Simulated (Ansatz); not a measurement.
Frontier orbitals of C2H7GaOZn, SMILES `CO[CH2][GaH][ZnH]`.

Charge 0, multiplicity 1. For Zn the d shell is correlated and the shells below it are frozen. Correlated methods include outer-core shells of Ga, which these sets cover unevenly. Scalar relativity is left out up to krypton. The geometry is a stationary point of PBE0-D4/def2-TZVP. It is one conformer, not always the lowest. Basis def2-TZVPP, Ansatz.

Orbital energies of one run (eV). Highest occupied ones, from the top: -6.22, -7.07, -8.73, -9.13, -9.70, -10.54, -11.40, -13.11, -13.36, -13.48, -14.21, -14.22, -14.34, -14.35. Empty: -2.16, -0.89, 0.17, 0.50, 1.31, 1.95.

Which functional gave them?
A. LC-ωPBE
B. PBE0
C. ωB97X-V
D. B97M-V

B. HOMO energies: PBE0 -6.22, LC-ωPBE -8.73, B97M-V -5.40, ωB97X-V -8.42 eV.

LC-ωPBE has ω = 0.4 bohr⁻¹.
